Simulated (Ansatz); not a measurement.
Process, species as SMILES: O=[SiH] (O-SiH) → O=[SiH-] (an electron is taken up)
B3LYP-D3(BJ)/def2-TZVP geometries, fixed; electronic energies without zero-point terms; positive where energy is released.
Largest species:
```xyz
3

Si    -0.0147    -0.5041    -0.0112
O     -0.1485     1.0191     0.0164
H      1.3936    -1.0954     0.0249
```
Charge 0, spin multiplicity 2.

Basis-set convergence of the adiabatic electron affinity at B3LYP with Ansatz (a quantum-chemistry and plane-wave program). Cartesian d functions, on some or all atoms, in 6-31G*, 6-31G**; all else is spherical. The program fits the integrals of some runs and decomposes those of others, by size. Open shells are unrestricted. No added dispersion term, no relativity. Functions are those of the species that has most. Reference: the value in aug-pcseg-3, 1.973 eV, itself unsure by roughly 0.008 eV (its mean distance from aug-cc-pV(Q+d)Z, def2-QZVPPD).

```json
[
 {"basis": "STO-3G", "functions": "15", "adiabatic electron affinity (eV)": "?"},
 {"basis": "3-21G", "functions": "24", "adiabatic electron affinity (eV)": "1.275"},
 {"basis": "pcseg-0", "functions": "24", "adiabatic electron affinity (eV)": "?"},
 {"basis": "6-31G*", "functions": "36", "adiabatic electron affinity (eV)": "?"},
 {"basis": "6-31G**", "functions": "39", "adiabatic electron affinity (eV)": "?"},
 {"basis": "aug-cc-pV(D+d)Z", "functions": "64", "adiabatic electron affinity (eV)": "1.997"},
 {"basis": "def2-TZVPP", "functions": "87", "adiabatic electron affinity (eV)": "1.760"},
 {"basis": "jun-cc-pV(T+d)Z", "functions": "101", "adiabatic electron affinity (eV)": "1.970"},
 {"basis": "def2-TZVPPD", "functions": "105", "adiabatic electron affinity (eV)": "1.945"},
 {"basis": "cc-pV(Q+d)Z", "functions": "149", "adiabatic electron affinity (eV)": "1.845"},
 {"basis": "def2-QZVPPD", "functions": "175", "adiabatic electron affinity (eV)": "1.960"},
 {"basis": "aug-cc-pV(Q+d)Z", "functions": "215", "adiabatic electron affinity (eV)": "1.970"},
 {"basis": "pcseg-4", "functions": "267", "adiabatic electron affinity (eV)": "1.952"}
]
```

Q: Complete the blanks.

A: 
- STO-3G, adiabatic electron affinity (eV): -3.926
- pcseg-0, adiabatic electron affinity (eV): 1.608
- 6-31G*, adiabatic electron affinity (eV): 1.444
- 6-31G**, adiabatic electron affinity (eV): 1.435
